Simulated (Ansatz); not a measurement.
Si(H)(Me)2(PH2) (C2H9PSi), SMILES C[SiH](C)P.

Coordinates come from a PBE0-D3(BJ)/def2-SVP optimisation. Other conformers were not sampled.

Two levels are set side by side: PBE/def2-SVPD (Ansatz, a program for electronic structure) and CAM-B3LYP/def2-SVPD (Ansatz). Energy differences of separate SCF runs at the same geometry; the states with an electron removed or added have multiplicity 2 and 2. Differences are taken from unrounded values.

```csv
quantity,CAM-B3LYP
vertical ionisation energy (eV),9.31
vertical singlet–triplet gap (eV),5.74
```

What does PBE give, and how far is it from CAM-B3LYP? (An estimate is asked for; the answer gives what the named calculation found.)


| quantity | PBE | PBE minus CAM-B3LYP |
|---|---|---|
| vertical ionisation energy (eV) | 9.09 | -0.22 |
| vertical singlet–triplet gap (eV) | 5.44 | -0.30 |
